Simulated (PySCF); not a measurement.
AlH3N2Si, H5NOSi2, B2FHO, B2H3OSi and others (calculated)

Computed with PySCF 2.14.0. Calculation on a computer-drawn molecule: the log of a Hartree-Fock and frozen-core CCSD(T) single point meant for a local Hartree-Fock minimum, with one planted fault or none, to be diagnosed. Offsets are logged minus clean, where the clean run is the same molecule without the fault. The reference is restricted for singlets and unrestricted otherwise, and also for a bond in bohr or an excited solution. Adding or removing an electron swaps singlet and doublet. The excited solution moves the top pair (singlet) or top alpha electron (doublet) to the lowest empty orbital. Highest occupied and lowest empty are orbital energies over both spins, largest force is the largest gradient component, triples share is (T) over the correlation energy, the T1 limit is 0.02 restricted and 0.045 unrestricted, electrons count all cores, a negative frequency is imaginary (commonest isotopes), and the dipole is about the centre of nuclear charge.

Common to all runs: logged SCF converged yes; logged CC converged yes; logged SCF stable within its kind yes; possible faults no fault, one electron removed, one electron added, multiplicity raised by two, geometry at a saddle point, SCF held on an excited solution, minimal basis STO-3G, one bond length entered in bohr, all coordinates scaled.

(1) 
```xyz
7
formula=AlH3N2Si meant_charge=0 meant_multiplicity=1 meant_basis=cc-pV(D+d)Z logged_electrons=44 logged_basis_functions=89 logged_spin_squared=0 logged_highest_occupied=-7.5967 logged_lowest_empty=1.3605 logged_largest_force=0.05376 logged_T1_diagnostic=0.028223 logged_D1_diagnostic=0.077615 logged_triples_share=0.041808 logged_dipole_magnitude=4.924 logged_energy_HF=-641.46559 logged_energy_CCSD(T)=-642.01203 planted_fault=all_coordinates_scaled,by_+6.1_% HF_energy_offset_from_clean_run=16.56 CCSD(T)_energy_offset_from_clean_run=6.296
N     -0.7825    -0.1327     0.9025
Si    -0.1788     1.5838     0.7922
N     -1.7026     2.5346     0.6526
Al    -2.9069     3.7641     0.5039
H     -0.1237    -0.9618     0.9966
H     -1.8070    -0.4231     0.8829
H     -4.0636     4.9292     0.3625
```

Units: logged_highest_occupied, logged_lowest_empty in eV; logged_largest_force in hartree/bohr; logged_dipole_magnitude in debye; logged_energy_HF, logged_energy_CCSD(T) in hartree; HF_energy_offset_from_clean_run, CCSD(T)_energy_offset_from_clean_run in kcal/mol.

Drawn bonds:
```
atom  other atom  order
   1           2      1
   2           3      1
   3           4      2
   1           5      1
   1           6      1
   4           7      1
```

Notes: T1 above single-reference limit.

(2) 
```xyz
9
formula=H5NOSi2 meant_charge=0 meant_multiplicity=1 meant_basis=cc-pV(D+d)Z logged_electrons=48 logged_basis_functions=99 logged_spin_squared=2.0143 logged_highest_occupied=-6.6101 logged_lowest_empty=0.47069 logged_largest_force=0.032692 logged_T1_diagnostic=0.02088 logged_D1_diagnostic=0.097596 logged_triples_share=0.025276 logged_dipole_magnitude=1.575 logged_energy_HF=-710.07591 logged_energy_CCSD(T)=-710.6558 planted_fault=multiplicity_raised_by_two HF_energy_offset_from_clean_run=30.31 CCSD(T)_energy_offset_from_clean_run=45.02
N     -1.7241     0.4017     3.0321
Si    -2.0433     1.6466     1.9118
Si    -1.2737     0.4687    -0.0660
O     -2.2311     0.7591    -1.3960
H     -1.9003     0.5287     4.0119
H     -1.3766    -0.5207     2.8449
H     -1.2857    -1.0057     0.1069
H      0.1353     0.8677    -0.3495
H     -2.3991     1.6550    -1.6454
```

Units: logged_highest_occupied, logged_lowest_empty in eV; logged_largest_force in hartree/bohr; logged_dipole_magnitude in debye; logged_energy_HF, logged_energy_CCSD(T) in hartree; HF_energy_offset_from_clean_run, CCSD(T)_energy_offset_from_clean_run in kcal/mol.

Drawn bonds:
```
atom  other atom  order
   1           2      1
   2           3      1
   3           4      1
   1           5      1
   1           6      1
   3           7      1
   3           8      1
   4           9      1
```

(3) 
```xyz
5
formula=B2FHO meant_charge=0 meant_multiplicity=1 meant_basis=cc-pVDZ logged_electrons=28 logged_basis_functions=61 logged_spin_squared=2.0207 logged_highest_occupied=-8.4756 logged_lowest_empty=-3.6331 logged_largest_force=0.033497 logged_T1_diagnostic=0.030423 logged_D1_diagnostic=0.15183 logged_triples_share=0.031351 logged_dipole_magnitude=2.9146 logged_energy_HF=-224.16014 logged_energy_CCSD(T)=-224.71774 planted_fault=multiplicity_raised_by_two HF_energy_offset_from_clean_run=121.1 CCSD(T)_energy_offset_from_clean_run=118.6
O     -3.5943    -0.7563     1.5147
B     -2.8982    -0.5505     0.5775
B     -1.8681    -0.3096    -0.7714
F     -1.9160     0.8465    -1.4047
H     -1.1093    -1.1437    -1.1619
```

Units: logged_highest_occupied, logged_lowest_empty in eV; logged_largest_force in hartree/bohr; logged_dipole_magnitude in debye; logged_energy_HF, logged_energy_CCSD(T) in hartree; HF_energy_offset_from_clean_run, CCSD(T)_energy_offset_from_clean_run in kcal/mol.

Drawn bonds:
```
atom  other atom  order
   1           2      2
   2           3      1
   3           4      1
   3           5      1
```

(4) 
```xyz
5
formula=B2FHO meant_charge=0 meant_multiplicity=1 meant_basis=cc-pVDZ logged_electrons=28 logged_basis_functions=61 logged_spin_squared=0.857 logged_highest_occupied=-11.046 logged_lowest_empty=-0.20917 logged_largest_force=0.012142 logged_T1_diagnostic=0.066375 logged_D1_diagnostic=0.36769 logged_triples_share=0.03492 logged_dipole_magnitude=2.8898 logged_energy_HF=-224.17134 logged_energy_CCSD(T)=-224.70074 planted_fault=one_bond_length_entered_in_bohr,row_3_of_the_drawn_bonds HF_energy_offset_from_clean_run=114.1 CCSD(T)_energy_offset_from_clean_run=129.3
O     -3.5943    -0.7563     1.5147
B     -2.8982    -0.5505     0.5775
B     -1.8681    -0.3096    -0.7714
F     -1.9586     1.8751    -1.9681
H     -1.1093    -1.1437    -1.1619
```

Units: logged_highest_occupied, logged_lowest_empty in eV; logged_largest_force in hartree/bohr; logged_dipole_magnitude in debye; logged_energy_HF, logged_energy_CCSD(T) in hartree; HF_energy_offset_from_clean_run, CCSD(T)_energy_offset_from_clean_run in kcal/mol.

Drawn bonds:
```
atom  other atom  order
   1           2      2
   2           3      1
   3           4      1
   3           5      1
```

Notes: T1 above single-reference limit.

(5) 
```xyz
7
formula=B2H3OSi meant_charge=1 meant_multiplicity=1 meant_basis=cc-pV(D+d)Z logged_electrons=34 logged_basis_functions=80 logged_spin_squared=0 logged_highest_occupied=-18.72 logged_lowest_empty=-6.2181 logged_largest_force=0.23038 logged_T1_diagnostic=0.019058 logged_D1_diagnostic=0.058043 logged_triples_share=0.02924 logged_dipole_magnitude=8.0523 logged_energy_HF=-414.57217 logged_energy_CCSD(T)=-415.01889 planted_fault=all_coordinates_scaled,by_-7.9_% HF_energy_offset_from_clean_run=34.12 CCSD(T)_energy_offset_from_clean_run=42.04
O     -0.1779     2.2632     0.1808
B      0.7672     1.7407     0.2899
B      2.0544     0.8786     0.4360
Si     1.9601    -0.9881     0.3906
H      3.0553     1.3066     0.5694
H      2.0791    -1.6774    -0.7642
H      1.7938    -1.7184     1.5138
```

Units: logged_highest_occupied, logged_lowest_empty in eV; logged_largest_force in hartree/bohr; logged_dipole_magnitude in debye; logged_energy_HF, logged_energy_CCSD(T) in hartree; HF_energy_offset_from_clean_run, CCSD(T)_energy_offset_from_clean_run in kcal/mol.

Drawn bonds:
```
atom  other atom  order
   1           2      2
   2           3      1
   3           4      1
   3           5      1
   4           6      1
   4           7      1
```

(6) 
```xyz
3
formula=BFO meant_charge=0 meant_multiplicity=1 meant_basis=cc-pVDZ logged_electrons=23 logged_basis_functions=42 logged_spin_squared=0.769 logged_highest_occupied=3.3054 logged_lowest_empty=11.345 logged_largest_force=0.063335 logged_T1_diagnostic=0.017462 logged_D1_diagnostic=0.05726 logged_triples_share=0.026505 logged_dipole_magnitude=1.8376 logged_energy_HF=-198.94752 logged_energy_CCSD(T)=-199.42033 planted_fault=one_electron_added HF_energy_offset_from_clean_run=85.29 CCSD(T)_energy_offset_from_clean_run=76.13
O     -0.2598    -0.4274    -2.0353
B      0.4432    -0.1228    -2.9431
F      1.2014     0.2057    -3.9221
```

Units: logged_highest_occupied, logged_lowest_empty in eV; logged_largest_force in hartree/bohr; logged_dipole_magnitude in debye; logged_energy_HF, logged_energy_CCSD(T) in hartree; HF_energy_offset_from_clean_run, CCSD(T)_energy_offset_from_clean_run in kcal/mol.

Drawn bonds:
```
atom  other atom  order
   1           2      2
   2           3      1
```

Notes: highest electron not bound in this basis.

(7) 
```xyz
7
formula=BH3NOSi meant_charge=0 meant_multiplicity=2 meant_basis=cc-pV(D+d)Z logged_electrons=38 logged_basis_functions=80 logged_spin_squared=0 logged_highest_occupied=-0.57669 logged_lowest_empty=8.4867 logged_largest_force=0.080826 logged_T1_diagnostic=0.015986 logged_D1_diagnostic=0.04466 logged_triples_share=0.029524 logged_dipole_magnitude=4.2296 logged_energy_HF=-444.74294 logged_energy_CCSD(T)=-445.31781 planted_fault=one_electron_added HF_energy_offset_from_clean_run=8.307 CCSD(T)_energy_offset_from_clean_run=-8.959
O     -1.6002    -1.1842     2.1721
B     -0.8235    -0.3391     1.8364
N      0.0779     0.6440     1.4473
Si     0.5466     2.0793     2.3418
H      0.5562     0.4534     0.5844
H     -0.4211     2.2247     3.4490
H      0.5250     3.2502     1.4341
```

Units: logged_highest_occupied, logged_lowest_empty in eV; logged_largest_force in hartree/bohr; logged_dipole_magnitude in debye; logged_energy_HF, logged_energy_CCSD(T) in hartree; HF_energy_offset_from_clean_run, CCSD(T)_energy_offset_from_clean_run in kcal/mol.

Drawn bonds:
```
atom  other atom  order
   1           2      2
   2           3      1
   3           4      1
   3           5      1
   4           6      1
   4           7      1
```

(8) 
```xyz
6
formula=AlB2H2O meant_charge=1 meant_multiplicity=1 meant_basis=cc-pV(D+d)Z logged_electrons=32 logged_basis_functions=75 logged_spin_squared=0.9601 logged_highest_occupied=-14.418 logged_lowest_empty=-6.6131 logged_largest_force=0.0089621 logged_T1_diagnostic=0.047863 logged_D1_diagnostic=0.16268 logged_triples_share=0.03978 logged_dipole_magnitude=6.5862 logged_energy_HF=-366.90504 logged_energy_CCSD(T)=-367.30466 planted_fault=one_bond_length_entered_in_bohr,row_5_of_the_drawn_bonds HF_energy_offset_from_clean_run=58.51 CCSD(T)_energy_offset_from_clean_run=68.31
O     -2.2170     0.4960    -0.0160
B     -1.0546     0.5802     0.1172
B      0.6391     0.7019     0.3115
Al     2.9060     0.8631     0.5710
H      3.4794    -0.5310     0.9401
H      3.7417     3.6334     0.0933
```

Units: logged_highest_occupied, logged_lowest_empty in eV; logged_largest_force in hartree/bohr; logged_dipole_magnitude in debye; logged_energy_HF, logged_energy_CCSD(T) in hartree; HF_energy_offset_from_clean_run, CCSD(T)_energy_offset_from_clean_run in kcal/mol.

Drawn bonds:
```
atom  other atom  order
   1           2      2
   2           3      1
   3           4      1
   4           5      1
   4           6      1
```

Notes: T1 above single-reference limit.
